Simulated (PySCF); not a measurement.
[FeI4]- holds Fe(III), d5, at total charge -1. The structure is a model geometry with rigid ligands and bond lengths from ionic radii, not a minimum; coordination tetrahedral, point group Td, metal–donor distances 2.58 Å.

```
5

Fe    0.000    0.000    0.000
I     1.492    1.492    1.492
I    -1.492   -1.492    1.492
I    -1.492    1.492   -1.492
I     1.492   -1.492   -1.492
```

Method (PySCF 2.14, density fitting): CASSCF(5,5) with orbitals averaged over all microstates of the shell, strongly contracted NEVPT2 on the averaged canonical orbitals; basis x2c-TZVPall on the metal, x2c-SVPall elsewhere; spin-free X2C; gas phase; spin-orbit coupling by state interaction with the mean-field operator over all roots.

(1) Which term lies lowest, and with what spin?

(2) Which is the lowest state of another spin?

(3) Give the fitted ligand-field and repulsion parameters.

(4) What magnetic behaviour follows?

Charge-transfer states lie outside this active space and may come lower than some of these levels. NEVPT2 on the d shell alone tends to put d–d bands too high for such charged or covalently bound ions. Gaps between spin states lean to high spin in this active space.

The job took 55 s on one thread of Arm Neoverse V1 (shared host), with 192 basis functions and a peak of 0.63 GiB, launched as `OMP_NUM_THREADS=1 python lf_run.py task.json out`.

## Answers

(1) 6A1 (S = 5/2, orbital degeneracy 1), with 2.0 electrons in the lower (e-type) set and 3.0 in the upper (t2-type) set, by NEVPT2.

(2) 4T1 at 20694 cm⁻¹ by NEVPT2; CASSCF alone puts it at 28070 cm⁻¹ above the same ground state.

(3) At CASSCF level (the NEVPT2 levels don't fit a ligand-field model well): orbital energies 0, 0, 4283, 4283, 4283 cm⁻¹; 10Dq = 4283 cm⁻¹; B = 1024 cm⁻¹; C = 3925 cm⁻¹; B over its free-ion value at the same level 0.791; rms of the fit 474 cm⁻¹; spin-orbit coupling on the heavy ligands mixes in, so no single ζ describes it.

(4) The ground multiplet follows a spin Hamiltonian with S = 5/2, g = 2.002, 2.002, 2.002, D = 0 (spin-orbit part alone); the lowest levels hold 100 % of the spin-free ground state. μeff is 5.92 μB at 300 K and 5.92 μB at 10 K; the spin-only value is 5.92 μB.
